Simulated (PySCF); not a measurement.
Family: H-ended aluminium nitride flakes. Gas-phase values, no solvent. Each species was relaxed from one start; no search for lower structures was made at this level. Strings in code marks are SMILES.

Level of theory: PBE-D3(BJ)/def2-SVP // B3LYP-D3(BJ)/def2-SVP in PySCF. 

```tsv
species	S1 oscillator strength	HOMO–LUMO gap (eV)	HOMO (eV)
aluminium nitride flake of 1 rings (benzene shape) `[NH]1[AlH][NH][AlH][NH][AlH]1`	0.000	5.14	-5.90
aluminium nitride flake of 2 rings (naphthalene shape) `[NH]1[AlH][NH][Al]2[NH][AlH][NH][AlH][N]2[AlH]1`	0.000	4.51	-5.66
aluminium nitride flake of 4 rings (pyrene shape) `[NH]1[AlH][N]2[AlH][NH][Al]3[NH][AlH][NH][Al]4[NH][AlH][N]([AlH]1)[Al]2[N]34`	0.000	4.10	-5.59
```
